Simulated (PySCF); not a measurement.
Two species compared at the same levels of theory.

First species: C8H7NO.
SMILES with atom numbers: `[CH3:1][c:2]1[cH:3][cH:4][c:5]2[o:6][n:7][cH:8][c:9]2[cH:10]1` (hydrogens: H11, H12, H13 on C1; H14 on C3; H15 on C4; H16 on C8; H17 on C10)

Second species: C4H4O.
SMILES: `C#CC(C)=O`

Levels: PBE0/pcSseg-1 for dipole moment, HOMO energy, LUMO energy and HOMO–LUMO gap; GFN2-xTB for rotational constant A and rotational constant C. Geometries: GFN2-xTB. Each species is one conformer at its optimised geometry, gas phase, non-relativistic unless stated; the electronic structure was computed with PySCF and density fitting.

Values for the first species:

```
Dipole moment         : 3.65 D
HOMO energy           : -7.12 eV
LUMO energy           : -1.28 eV
HOMO–LUMO gap         : 5.84 eV
Rotational constant A : 3.617 GHz
Rotational constant C : 0.817 GHz
```

Q: Estimate the same properties for the second species, and the change in each.

A: 
```tsv
property	first	second	second less first
dipole moment	3.65 D	3.12 D	-0.53 D
HOMO energy	-7.12 eV	-7.90 eV	-0.78 eV
LUMO energy	-1.28 eV	-1.74 eV	-0.46 eV
HOMO–LUMO gap	5.84 eV	6.16 eV	+0.32 eV
rotational constant A	3.617 GHz	10.194 GHz	+6.577 GHz
rotational constant C	0.817 GHz	2.996 GHz	+2.179 GHz
```

On the first: The dipole matches unit charges of opposite sign 0.76 Å apart (1 e·Å = 4.8032 D).

On the second: The dipole matches unit charges of opposite sign 0.65 Å apart (1 e·Å = 4.8032 D).
